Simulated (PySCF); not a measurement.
C4H4BN, SMILES C(#C)B(C#C)N. Heavy atoms are numbered as in [CH:1]#[C:2][B:3]([NH2:4])[C:5]#[CH:6]. Hydrogens are named by the atom that carries them.

Geometry: r2SCAN-D4/def2-SVP. This is a generated structure with no PubChem entry under its InChIKey; it may be hypothetical. Other conformers were not sampled.

All values below come from PBE/def2-TZVP (PySCF).

ESP charges are fitted to the potential on shells at 1.4 to 2.0 van der Waals radii. Atomic charges (e), one atom of each kind:

```json
[
 {"atom": "C1 (CH)", "Löwdin": "-0.06", "Mulliken": "-0.30", "ESP fit": "-0.35"},
 {"atom": "C2", "Löwdin": "0.01", "Mulliken": "0.03", "ESP fit": "-0.16"},
 {"atom": "B3", "Löwdin": "-0.66", "Mulliken": "0.14", "ESP fit": "0.60"},
 {"atom": "N4 (NH2)", "Löwdin": "0.12", "Mulliken": "-0.38", "ESP fit": "-0.99"},
 {"atom": "H on C1", "Löwdin": "0.13", "Mulliken": "0.16", "ESP fit": "0.29"},
 {"atom": "H on N4", "Löwdin": "0.19", "Mulliken": "0.24", "ESP fit": "0.42"}
]
```

Task: Give the Mayer and Wiberg (Löwdin basis) orders of the bonds. (Estimate from the structure and the level; the computed values follow.)

Result: 
| bond | Mayer | Wiberg |
|---|---|---|
| C1–C2 | 2.79 | 2.86 |
| C2–B3 | 1.07 | 1.19 |
| B3–N4 | 1.40 | 1.80 |
| B3–C5 | 1.07 | 1.19 |
| C5–C6 | 2.79 | 2.86 |
